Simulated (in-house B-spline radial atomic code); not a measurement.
# Ionising the titanium ion Ti⁸⁺ with different functionals

Computed with a radial B-spline atomic code at the basis-set limit: scalar-relativistic (spin-free X2C) Hamiltonian, Fermi nucleus of rms radius 3.5921 fm, spin-polarised at highest spin, spherical fractional occupations for the functionals, and exact exchange of hybrids averaged over the configuration. The ionisation energy is the difference of two self-consistent energies, [Ne] 3s2 3p2 → [Ne] 3s2 3p1, without Breit or QED terms; ε is the level of the shell that loses the electron (its least bound occupied spin orbital).

| method | rung | ΔSCF (eV) | -ε(3p) (eV) |
| --- | --- | --- | --- |
| PBE0 | global hybrid | 192.52 | 183.82 |
| B3LYP | global hybrid | 192.63 | 183.23 |
| TPSSh | global hybrid | 192.68 | 182.22 |
| BHandHLYP | global hybrid | 192.41 | 186.67 |
| r2SCAN0 | global hybrid | 192.73 | 184.26 |
| B97-1 | global hybrid | 192.49 | 183.27 |
| HSE06 | range-separated hybrid | 192.49 | 183.36 |
| wB97X | range-separated hybrid | 192.47 | 186.29 |
| CAM-B3LYP | range-separated hybrid | 192.57 | 185.23 |
| LC-wPBE | range-separated hybrid | 192.68 | 186.49 |

Among the functionals, which spreads more, the ΔSCF values or the orbital energies?

The orbital energies: ΔSCF values span about 0.32 eV and the orbital energies 4.45 eV; here energy differences depend much less on the functional than eigenvalues do.

How do they compare with the NIST value?

NIST lists 192.1 eV ± 0.4 (semi-empirical, ground level to ground level). Errors run from +0.31 to +0.63 eV; all lie within about twice that uncertainty, so the table can't rank the methods.
